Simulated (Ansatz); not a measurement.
Computed with Ansatz (a quantum-chemistry and plane-wave program) with frozen-core CCSD(T)/def2-TZVPP // PBE-D3(BJ)/def2-SVP.

Ansatz 0.2 input:
```yaml
crystal:
  periodic: [false, false, false]
  atoms:
    - { symbol: Y, position_ang: [0.071786, 0.067897, 0.124391] }
    - { symbol: O, position_ang: [0.460249, -1.756248, 0.811862] }
    - { symbol: H, position_ang: [0.653214, -2.642872, 1.148667] }
    - { symbol: Br, position_ang: [1.451951, 2.094936, 1.059294] }
    - { symbol: Br, position_ang: [-1.768993, 0.367143, -1.722638] }
basis:
  gaussian: { orbitals: def2-TZVPP }
correlation:
  method: ccsd_t
```

Output:

```
Functional definition: HF
1308 factors; integrals over basis functions are off by at most 9.6e-4 eV
mean field evaluation 1: about -143086.0373 eV, gradient 4.6e1 eV
mean field evaluation 2: about -143086.1249 eV, gradient 4.7e1 eV
mean field evaluation 4: about -143090.3775 eV, gradient 2.4e0 eV
mean field evaluation 8: about -143090.4231 eV, gradient 3.2e-1 eV
mean field evaluation 16: about -143090.4238 eV, gradient 1.6e-6 eV
mean field -143090.42380711 eV, -5258.4760847386 hartree, gradient 1.6e-6 eV, S^2 0.000000; 0 other end points of the search recorded, 0 dependent functions left out
19 core orbitals not correlated
reference -143090.42380711 eV, -5258.4760847386 hartree; 26, 26 occupied and 152, 152 virtual orbitals, 1308 factors
second order -28.23266576 eV of doubles, -0.00000000 eV of singles
cycle   1  -27.87082559 eV  change    3.6e-1 eV  update   1.1e-1
cycle   2  -28.40518216 eV  change   -5.3e-1 eV  update   3.8e-2
cycle   3  -28.55342122 eV  change   -1.5e-1 eV  update   2.0e-2
cycle   4  -28.53336085 eV  change    2.0e-2 eV  update   5.9e-3
cycle   5  -28.52824927 eV  change    5.1e-3 eV  update   2.4e-3
cycle   6  -28.52979756 eV  change   -1.5e-3 eV  update   7.4e-4
cycle   7  -28.52948137 eV  change    3.2e-4 eV  update   2.5e-4
cycle   8  -28.52936085 eV  change    1.2e-4 eV  update   7.9e-5
cycle   9  -28.52941471 eV  change   -5.4e-5 eV  update   3.1e-5
perturbative correction -0.99639900 eV, -0.0366169877 hartree
Total energy: -143119.94962082 eV, -5259.5611383791 hartree
```

Cost: roughly 8 core-minutes.
